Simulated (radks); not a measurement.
Results of a calculation; reference values are marked as such.
The nuclear charge of the molybdenum ion Mo2+ is varied continuously with 40 electrons held in [Kr] 4d4. Code: a radial shooting solver on a logarithmic mesh with Libxc functionals. Model: scalar-relativistic Kohn-Sham, PBE, spin-polarised, spherical densities, finite nucleus; open shells are filled with parallel spins first (spin-orbit coupling, left out, can overturn this in heavy ions); Fermi nuclear charge, rms radius 4.4091 fm. By the Hellmann-Feynman theorem dE/dZ = E(electron-nucleus)/Z, the electronic potential at the nucleus (averaged over a nucleus of fixed radius). The scalar-relativistic energy here is not variational (the density holds large components alone), so the two differ by a part that grows with Z.

| Z | E (hartree) | E(electron-nucleus)/Z (hartree) | HOMO | e(HOMO) (eV) | <r> HOMO (bohr) |
|---|---|---|---|---|---|
| 41.5 | -3932.69834 | -227.928 | 4d | -15.665 | 1.851 |
| 41.6 | -3955.57952 | -228.669 | 4d | -16.862 | 1.820 |
| 41.7 | -3978.53531 | -229.411 | 4d | -18.088 | 1.792 |
| 41.8 | -4001.56570 | -230.152 | 4d | -19.343 | 1.764 |
| 41.9 | -4024.67070 | -230.894 | 4d | -20.625 | 1.738 |
| 42 | -4047.85028 | -231.635 | 4d | -21.936 | 1.713 |
| 42.1 | -4071.10446 | -232.376 | 4d | -23.273 | 1.689 |
| 42.2 | -4094.43323 | -233.118 | 4d | -24.637 | 1.666 |
| 42.3 | -4117.83660 | -233.859 | 4d | -26.027 | 1.644 |
| 42.4 | -4141.31456 | -234.600 | 4d | -27.442 | 1.622 |
| 42.5 | -4164.86713 | -235.342 | 4d | -28.883 | 1.602 |
| 42.6 | -4188.49431 | -236.083 | 4d | -30.349 | 1.582 |
| 42.7 | -4212.19610 | -236.825 | 4d | -31.840 | 1.563 |
| 42.8 | -4235.97253 | -237.566 | 4d | -33.355 | 1.545 |
| 42.9 | -4259.82359 | -238.308 | 4d | -34.894 | 1.527 |
| 43 | -4283.74930 | -239.049 | 4d | -36.457 | 1.510 |

The central difference of E at Z = 42 is -232.169 hartree, to compare with the third column; the second derivative is -7.46 hartree.
